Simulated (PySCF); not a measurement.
## Pr (praseodymium, neutral) across methods

[Xe] 4f3 5d1 6s1, one real determinant (an excited configuration). All numbers are calculated (PySCF 2.14, the spin-free X2C one-electron Hamiltonian (Gaussian nucleus), in x2c-TZVPPall).

| method | E (hartree) | mean ε 4f α (eV) | mean ε 6s α (eV) | mean ε 5d α (eV) | Σ⟨r²⟩ (bohr²) | ⟨S²⟩ |
| --- | --- | --- | --- | --- | --- | --- |
| UHF | -9232.98791 | -8.781 | -4.556 | -4.096 | 87.82 | 8.755 |
| LDA | -9229.00 | -0.588 | -3.384 | -1.680 | 84.02 | 8.751 |
| PBE | -9236.16 | -0.590 | -3.197 | -1.721 | 84.55 | 8.751 |
| PBE0 | -9236.16 | -2.676 | -3.619 | -2.413 | 84.41 | 8.752 |

⟨L²⟩ = 40.05 against 72 for a pure L term, so this real determinant mixes terms. Spin-orbit coupling, absent here, splits the open shell strongly.
